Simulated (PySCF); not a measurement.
The dipole of `C(#N)C/C(C1CC1)=N\[H]` from its density and from atomic charges.

Coordinates (GFN2-xTB, Å) and charges (e) from the PBE0/pcSseg-1 density (PySCF):

```json
{"atom": "N1", "x": "-2.556", "y": "-2.030", "z": "-0.685", "Mulliken": "-0.2383", "IAO": "-0.2406", "Hirshfeld": "-0.2228", "ESP-fitted": "-0.4878"}
{"atom": "C2", "x": "-2.242", "y": "-0.933", "z": "-0.611", "Mulliken": "+0.0472", "IAO": "+0.1397", "Hirshfeld": "+0.0858", "ESP-fitted": "+0.4531"}
{"atom": "C3", "x": "-1.823", "y": "0.438", "z": "-0.497", "Mulliken": "-0.1257", "IAO": "-0.3335", "Hirshfeld": "-0.0432", "ESP-fitted": "-0.5340"}
{"atom": "C4", "x": "-0.500", "y": "0.526", "z": "0.265", "Mulliken": "+0.0408", "IAO": "+0.2041", "Hirshfeld": "+0.1075", "ESP-fitted": "+0.5888"}
{"atom": "N5", "x": "-0.313", "y": "1.199", "z": "1.310", "Mulliken": "-0.3506", "IAO": "-0.4598", "Hirshfeld": "-0.2203", "ESP-fitted": "-0.6732"}
{"atom": "C6", "x": "0.603", "y": "-0.250", "z": "-0.324", "Mulliken": "-0.2701", "IAO": "-0.1763", "Hirshfeld": "-0.0520", "ESP-fitted": "-0.3074"}
{"atom": "C7", "x": "2.007", "y": "0.302", "z": "-0.229", "Mulliken": "-0.1563", "IAO": "-0.2729", "Hirshfeld": "-0.0800", "ESP-fitted": "-0.2960"}
{"atom": "C8", "x": "1.625", "y": "-0.866", "z": "0.603", "Mulliken": "-0.1525", "IAO": "-0.2685", "Hirshfeld": "-0.0767", "ESP-fitted": "-0.2057"}
{"atom": "H9", "x": "-1.681", "y": "0.847", "z": "-1.503", "Mulliken": "+0.1921", "IAO": "+0.1919", "Hirshfeld": "+0.0753", "ESP-fitted": "+0.1852"}
{"atom": "H10", "x": "-2.604", "y": "1.010", "z": "0.014", "Mulliken": "+0.1693", "IAO": "+0.1816", "Hirshfeld": "+0.0709", "ESP-fitted": "+0.1924"}
{"atom": "H11", "x": "-1.115", "y": "1.708", "z": "1.670", "Mulliken": "+0.1599", "IAO": "+0.2483", "Hirshfeld": "+0.1118", "ESP-fitted": "+0.3280"}
{"atom": "H12", "x": "0.344", "y": "-0.807", "z": "-1.216", "Mulliken": "+0.1221", "IAO": "+0.1491", "Hirshfeld": "+0.0446", "ESP-fitted": "+0.1811"}
{"atom": "H13", "x": "2.661", "y": "0.154", "z": "-1.075", "Mulliken": "+0.1334", "IAO": "+0.1525", "Hirshfeld": "+0.0513", "ESP-fitted": "+0.1619"}
{"atom": "H14", "x": "2.111", "y": "1.254", "z": "0.266", "Mulliken": "+0.1448", "IAO": "+0.1637", "Hirshfeld": "+0.0461", "ESP-fitted": "+0.1427"}
{"atom": "H15", "x": "2.004", "y": "-1.843", "z": "0.345", "Mulliken": "+0.1367", "IAO": "+0.1551", "Hirshfeld": "+0.0538", "ESP-fitted": "+0.1452"}
{"atom": "H16", "x": "1.472", "y": "-0.701", "z": "1.657", "Mulliken": "+0.1473", "IAO": "+0.1656", "Hirshfeld": "+0.0480", "ESP-fitted": "+0.1257"}
```

Q: Form Σ q r in debye for every column and set it beside the full dipole.

A: The full density gives (0.42, 2.95, -0.88) D, 3.11 D in size; dipole vectors point from the negative to the positive end.

| scheme | μx | μy | μz | size (D) | share of the full size (%) | angle to the full dipole (°) |
| --- | --- | --- | --- | --- | --- | --- |
| Mulliken | 1.68 | 2.37 | -0.97 | 3.06 | 98 | 26 |
| IAO | 0.70 | 2.11 | -0.91 | 2.40 | 77 | 11 |
| Hirshfeld | 0.70 | 2.04 | -0.36 | 2.18 | 70 | 13 |
| ESP-fitted | 0.48 | 2.95 | -0.89 | 3.12 | 100 | 1 |

Q: Which set comes closest?

A: Length of the difference vector: ESP-fitted 0.06 D, IAO 0.89 D, Hirshfeld 1.09 D, Mulliken 1.38 D. Closest: ESP-fitted. ESP charges are fitted to the potential around the molecule, whose slowest-falling term is the dipole's. The schemes that divide the density aren't constrained to reproduce the dipole.

Q: What is left for the Hirshfeld atoms' own dipoles?

A: The shares of the density sum to the whole, so what Σ q r misses lies in dipoles about the nuclei. The atomic dipoles sum to (0.42, 2.95, -0.88) − (0.70, 2.04, -0.36) = (-0.28, 0.91, -0.52) D, 1.09 D in size.

Q: With the origin at the mean of the coordinates, (0.000, 0.001, -0.001) Å, which are the largest single terms, by size, of the IAO dipole along the direction of the full one?

A: N1 +2.40, N5 -1.60, H11 +1.19, H15 -1.17, H14 +1.10 D; all 16 atoms together +2.36 D. The single terms depend on the origin, their sum doesn't.

Q: Give the size of the full dipole in other units.

A: 3.11 D = 1.223 au = 0.647 e·Å = 10.37 × 10⁻³⁰ C·m.

The structure is a single GFN2-xTB conformer in the gas phase; no vibrational or solvent corrections.

Shape of the structure used: `[H]/[N:5]=[C:4](\[CH2:3][C:2]#[N:1])[CH:6]1[CH2:7][CH2:8]1`: C2–C3–C4–N5 -123°, C3–C4–C6–C7 145°.
